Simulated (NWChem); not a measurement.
All runs are NWChem calculations. System: Te, charge 0, spin multiplicity 3. Its SCF solution wasn't tested for a lower state. Level: UB3LYP/def2-TZVP with def2 effective core potentials on Te, VWN1-RPA local correlation.

NWChem printed:

```
             Northwest Computational Chemistry Package (NWChem) 7.3.0
             --------------------------------------------------------

                                NWChem Input Module
                                -------------------

 Scaling coordinates for geometry "geometry" by  1.889725989
 (inverse scale =  0.529177249)

                             Geometry "geometry" -> ""
                             -------------------------

 Output coordinates in angstroms (scale by  1.889725989 to convert to a.u.)

  No.       Tag          Charge          X              Y              Z
 ---- ---------------- ---------- -------------- -------------- --------------
    1 Te                  52.0000     0.00000000     0.00000000     0.00000000

 Effective nuclear repulsion energy (a.u.)       0.0000000000

            Nuclear Dipole moment (a.u.)
            ----------------------------
        X                 Y               Z
 ---------------- ---------------- ----------------
     0.0000000000     0.0000000000     0.0000000000

      Symmetry information
      --------------------

 Group name             D2h
 Group number             26
 Group order               8
 No. of unique centers     1

      Symmetry unique atoms

     1


 Summary of "ao basis" -> "" (spherical)
 ------------------------------------------------------------------------------
       Tag                 Description            Shells   Functions and Types
 ---------------- ------------------------------  ------  ---------------------
 *                         def2-tzvp                  on all atoms

                                 NWChem DFT Module
                                 -----------------

 Summary of "ao basis" -> "ao basis" (spherical)
 ------------------------------------------------------------------------------
       Tag                 Description            Shells   Functions and Types
 ---------------- ------------------------------  ------  ---------------------
 Te                        def2-tzvp                16       50   6s5p3d2f

 Summary of "ao basis" -> "ao basis" (spherical)
 ------------------------------------------------------------------------------
       Tag                 Description            Shells   Functions and Types
 ---------------- ------------------------------  ------  ---------------------
 Te                        def2-tzvp                16       50   6s5p3d2f

      Symmetry analysis of basis
      --------------------------

        ag         12
        au          2
        b1g         3
        b1u         9
        b2g         3
        b2u         9
        b3g         3
        b3u         9

            General Information
            -------------------
          SCF calculation type: DFT
          Wavefunction type:  spin polarized.
          No. of atoms     :     1
          No. of electrons :    24
           Alpha electrons :    13
            Beta electrons :    11
          Charge           :     0
          Spin multiplicity:     3
          Use of symmetry is: on ; symmetry adaption is: on
          Maximum number of iterations: 100
          AO basis - number of functions:    50
                     number of shells:    16
          Convergence on energy requested:  1.00D-06
          Convergence on density requested:  1.00D-05
          Convergence on gradient requested:  5.00D-04

              XC Information
              --------------
                         B3LYP Method XC Potential
                     Hartree-Fock (Exact) Exchange  0.200
                        Slater Exchange Functional  0.800 local
                    Becke 1988 Exchange Functional  0.720 non-local
              Lee-Yang-Parr Correlation Functional  0.810
                  VWN I RPA Correlation Functional  0.190 local

             Grid Information
             ----------------
          Grid used for XC integration:  medium
          Radial quadrature: Mura-Knowles
          Angular quadrature: Lebedev.
          Tag              B.-S. Rad. Rad. Pts. Rad. Cut. Ang. Pts.
          ---              ---------- --------- --------- ---------
          Te                  1.40      123           6.0       590
[...]
                     irrep           alpha         beta
                     --------     --------     --------
                     ag                4.0          4.0
                     au                0.0          0.0
                     b1g               1.0          1.0
                     b1u               2.0          1.0
                     b2g               1.0          1.0
                     b2u               2.0          1.0
                     b3g               1.0          1.0
                     b3u               2.0          2.0

                    DFT Final Alpha Molecular Orbital Analysis
                    ------------------------------------------

 Vector   11  Occ=1.000000D+00  E=-2.790577D-01  Symmetry=b2u
              MO Center=  5.3D-32,  1.2D-14, -1.4D-30, r^2= 2.2D+00
   Bfn.  Coefficient  Atom+Function         Bfn.  Coefficient  Atom+Function
  ----- ------------  ---------------      ----- ------------  ---------------
    17      0.570727  1 Te py                11     -0.448241  1 Te py
    14      0.376459  1 Te py                20      0.243857  1 Te py
     8     -0.072117  1 Te py

 Vector   12  Occ=1.000000D+00  E=-2.790577D-01  Symmetry=b1u
              MO Center=  1.8D-30, -1.1D-30,  1.2D-14, r^2= 2.2D+00
   Bfn.  Coefficient  Atom+Function         Bfn.  Coefficient  Atom+Function
  ----- ------------  ---------------      ----- ------------  ---------------
    18      0.570727  1 Te pz                12     -0.448241  1 Te pz
    15      0.376459  1 Te pz                21      0.243857  1 Te pz
     9     -0.072117  1 Te pz

 Vector   13  Occ=1.000000D+00  E=-2.431838D-01  Symmetry=b3u
              MO Center= -2.4D-14, -8.0D-16, -2.4D-15, r^2= 2.3D+00
   Bfn.  Coefficient  Atom+Function         Bfn.  Coefficient  Atom+Function
  ----- ------------  ---------------      ----- ------------  ---------------
    16      0.535027  1 Te px                10     -0.439044  1 Te px
    13      0.372516  1 Te px                19      0.289308  1 Te px
     7     -0.070563  1 Te px

 Vector   14  Occ=0.000000D+00  E= 1.320622D-01  Symmetry=b1u
              MO Center= -1.6D-29,  8.6D-31,  1.9D-18, r^2= 7.3D+00
   Bfn.  Coefficient  Atom+Function         Bfn.  Coefficient  Atom+Function
  ----- ------------  ---------------      ----- ------------  ---------------
    21      1.554187  1 Te pz                18     -1.243612  1 Te pz
    12      0.253265  1 Te pz                15     -0.077323  1 Te pz
     9      0.040275  1 Te pz

 Vector   15  Occ=0.000000D+00  E= 1.320622D-01  Symmetry=b2u
              MO Center= -1.4D-30,  1.8D-18,  6.6D-32, r^2= 7.3D+00
   Bfn.  Coefficient  Atom+Function         Bfn.  Coefficient  Atom+Function
  ----- ------------  ---------------      ----- ------------  ---------------
    20      1.554187  1 Te py                17     -1.243612  1 Te py
    11      0.253265  1 Te py                14     -0.077323  1 Te py
     8      0.040275  1 Te py

 Vector   16  Occ=0.000000D+00  E= 1.438183D-01  Symmetry=b3u
              MO Center=  5.6D-17, -9.0D-15,  1.2D-14, r^2= 7.2D+00
   Bfn.  Coefficient  Atom+Function         Bfn.  Coefficient  Atom+Function
  ----- ------------  ---------------      ----- ------------  ---------------
    19      1.555759  1 Te px                16     -1.284337  1 Te px
    10      0.258071  1 Te px                13     -0.066123  1 Te px
     7      0.041066  1 Te px

                     DFT Final Beta Molecular Orbital Analysis
                     -----------------------------------------

 Vector    9  Occ=1.000000D+00  E=-1.599465D+00  Symmetry=ag
              MO Center=  4.3D-17, -8.2D-17, -3.2D-17, r^2= 3.1D-01
   Bfn.  Coefficient  Atom+Function         Bfn.  Coefficient  Atom+Function
  ----- ------------  ---------------      ----- ------------  ---------------
    26      0.789652  1 Te d  2              24     -0.455906  1 Te d  0
    31      0.128143  1 Te d  2              29     -0.073983  1 Te d  0

 Vector   10  Occ=1.000000D+00  E=-5.702379D-01  Symmetry=ag
              MO Center=  8.3D-17, -9.0D-18, -9.8D-17, r^2= 1.4D+00
   Bfn.  Coefficient  Atom+Function         Bfn.  Coefficient  Atom+Function
  ----- ------------  ---------------      ----- ------------  ---------------
     5      0.834090  1 Te s                  2      0.689387  1 Te s
     3     -0.581687  1 Te s                  6      0.445068  1 Te s
     1     -0.411932  1 Te s                  4     -0.388386  1 Te s

 Vector   11  Occ=1.000000D+00  E=-2.240285D-01  Symmetry=b3u
              MO Center=  2.4D-13,  1.0D-15, -2.0D-17, r^2= 2.4D+00
   Bfn.  Coefficient  Atom+Function         Bfn.  Coefficient  Atom+Function
  ----- ------------  ---------------      ----- ------------  ---------------
    16      0.507253  1 Te px                10     -0.433045  1 Te px
    13      0.371296  1 Te px                19      0.322824  1 Te px
     7     -0.069548  1 Te px

 Vector   12  Occ=0.000000D+00  E=-1.644539D-01  Symmetry=b2u
              MO Center= -1.0D-29,  3.7D-18,  2.9D-31, r^2= 2.5D+00
   Bfn.  Coefficient  Atom+Function         Bfn.  Coefficient  Atom+Function
  ----- ------------  ---------------      ----- ------------  ---------------
    17      0.476250  1 Te py                11     -0.423268  1 Te py
    20      0.365309  1 Te py                14      0.362345  1 Te py
     8     -0.068056  1 Te py

 Vector   13  Occ=0.000000D+00  E=-1.644539D-01  Symmetry=b1u
              MO Center= -4.9D-31,  5.9D-31,  5.4D-17, r^2= 2.5D+00
   Bfn.  Coefficient  Atom+Function         Bfn.  Coefficient  Atom+Function
  ----- ------------  ---------------      ----- ------------  ---------------
    18      0.476250  1 Te pz                12     -0.423268  1 Te pz
    21      0.365309  1 Te pz                15      0.362345  1 Te pz
     9     -0.068056  1 Te pz

 Vector   14  Occ=0.000000D+00  E= 1.471505D-01  Symmetry=b3u
              MO Center= -4.6D-19, -6.7D-31, -1.1D-30, r^2= 7.1D+00
   Bfn.  Coefficient  Atom+Function         Bfn.  Coefficient  Atom+Function
  ----- ------------  ---------------      ----- ------------  ---------------
    19      1.553405  1 Te px                16     -1.306581  1 Te px
    10      0.263895  1 Te px                13     -0.064419  1 Te px
     7      0.042002  1 Te px

   alpha - beta orbital overlaps
   -----------------------------

   alpha      1      2      3      4      5      6      7      8      9     10
    beta      1      2      3      4      5      6      7      8      9     10
 overlap   1.000  1.000  1.000  1.000  1.000  1.000  1.000  1.000  1.000  0.999

   alpha     11     12     13     14     15     16     17     18     19     20
    beta     12     13     11     15     16     14     21     20     17     18
 overlap   0.997  0.997  1.000  0.997  0.997  1.000  1.000  1.000  1.000  1.000

   alpha     21     22     23     24     25     26     27     28     29     30
    beta     19     22     23     24     25     26     27     28     29     30
 overlap   0.953  0.954  1.000  1.000  1.000  1.000  1.000  1.000  1.000  1.000

   alpha     31     32     33     34     35     36     37     38     39     40
    beta     31     32     34     33     35     36     37     38     39     40
 overlap   1.000  1.000  1.000  1.000  1.000  1.000  1.000  1.000  1.000  1.000

   alpha     41     42     43     44     45     46     47     48     49     50
    beta     41     42     43     44     45     46     47     48     49     50
 overlap   1.000  1.000  1.000  1.000  1.000  1.000  1.000  1.000  1.000  1.000

     --------------------------
     Expectation value of S2:
     --------------------------
      <S2> =      2.0026 (Exact =     2.0000)

 Task  times  cpu:        1.6s     wall:        1.6s

 Total times  cpu:        1.6s     wall:        1.6s
```

Problem. Write an NWChem input that would produce this output.

Solution. One answer among several that fit: 
```
start mol
memory heap 200 mb stack 900 mb global 1100 mb
geometry units angstroms nocenter noautoz
  Te     0.000000     0.000000     0.000000
  symmetry group D2h
end
basis spherical
  * library def2-tzvp
end
ecp
  Te library def2-ecp
end
dft
  xc b3lyp
  odft
  mult 3
  semidirect memsize 60000000 filesize 0
  iterations 100
end
task dft energy
```
